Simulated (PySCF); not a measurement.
Electronic absorption of Ga(H2S)F3

Ga(H2S)F3.
SMILES: `[F][Ga]([F])([F])<-[SH2]`

Theory: PySCF 2.14.0, density-fitted response routines, TDDFT PBE0/def2-SVPD, vertical, gas phase, core orbitals frozen in the response. Isolated species at its PBE0-D3(BJ)/def2-SVP geometry, gas phase. Relativistic effects, spin–orbit coupling among them, are left out although an element past zinc is present.

Problem. Predict the UV-vis stick spectrum at this level.

Solution. 

| state | E (eV) | E (kJ/mol) | λ (nm) | f | \|μ\| (D) | main configurations (H = HOMO, L = LUMO) |
| --- | --- | --- | --- | --- | --- | --- |
| S1 | 7.17 | 691 | 173.0 | 0.0002 | 0.09 | H→L+1 (97%) |
| S2 | 7.57 | 730 | 163.9 | 0.175 | 2.47 | H→L (94%) |
| S3 | 8.10 | 782 | 153.1 | 0.0001 | 0.05 | H-1→L (81%), H-1→L+2 (16%) |
| S4 | 8.24 | 795 | 150.4 | 0.081 | 1.61 | H→L+2 (53%), H-2→L (21%), H-4→L (12%) |
| S5 | 8.28 | 799 | 149.8 | 0.016 | 0.70 | H-3→L (42%), H-5→L (31%) |
| S6 | 8.28 | 799 | 149.7 | 0.092 | 1.71 | H-2→L (33%), H→L+2 (31%), H-4→L (15%) |
| S7 | 8.38 | 808 | 148.0 | 0.057 | 1.34 | H-4→L (51%), H-2→L (27%), H-4→L+2 (11%) |
| S8 | 8.41 | 811 | 147.4 | 0.056 | 1.32 | H-5→L (44%), H-3→L (37%), H-5→L+2 (9%) |
| S9 | 8.71 | 840 | 142.4 | 0.0003 | 0.10 | H-1→L+1 (98%) |
| S10 | 8.80 | 850 | 140.8 | 0.0002 | 0.07 | H-2→L+1 (97%) |
| S11 | 8.83 | 852 | 140.4 | 0.0005 | 0.12 | H-3→L+1 (98%) |
| S12 | 8.90 | 859 | 139.3 | 0.0038 | 0.33 | H-4→L+1 (95%) |
| S13 | 8.95 | 863 | 138.6 | 0.015 | 0.66 | H-5→L+1 (96%) |
| S14 | 9.06 | 874 | 136.8 | 0.0002 | 0.07 | H-1→L+2 (75%), H-1→L (15%) |
| S15 | 9.18 | 886 | 135.1 | 0.0009 | 0.16 | H-2→L+2 (65%), H-4→L+2 (14%), H-2→L (10%) |

Triplets, Tamm–Dancoff:

| state | E (eV) | λ (nm) | main configurations (H = HOMO, L = LUMO) |
| --- | --- | --- | --- |
| T1 | 6.65 | 186.5 | H→L+1 (93%) |
| T2 | 7.02 | 176.6 | H→L (80%), H→L+2 (14%) |
| T3 | 7.19 | 172.5 | H→L+2 (76%), H→L (15%) |
| T4 | 7.77 | 159.5 | H-1→L (71%), H-1→L+2 (21%) |

The lowest singlet lies at 7.17 eV (173 nm, vacuum ultraviolet) and is dark (f under 0.0005); its leading configuration is HOMO→LUMO+1 (97%). The strongest level in the table is S2 at 7.57 eV (164 nm, f = 0.175). S5/S6 lie within about 0.01 eV of each other. Löwdin shares by element: HOMO sulfur 57%, fluorine 30%; LUMO gallium 36%, sulfur 28%, hydrogen 16% (atoms not listed hold the other 20%). The listed states span 2.01 eV, and the widest gap between neighbours is 0.53 eV (S2 to S3). Weighted by f, the mean energy of these states is 8.08 eV. Of the 15 states listed, 7 reach f = 0.01 and 5 stay under 0.0005. The vertical ionisation energy (ΔSCF) is 12.28 eV, 3.10 eV above S15. The window holds the lowest 15 singlets.
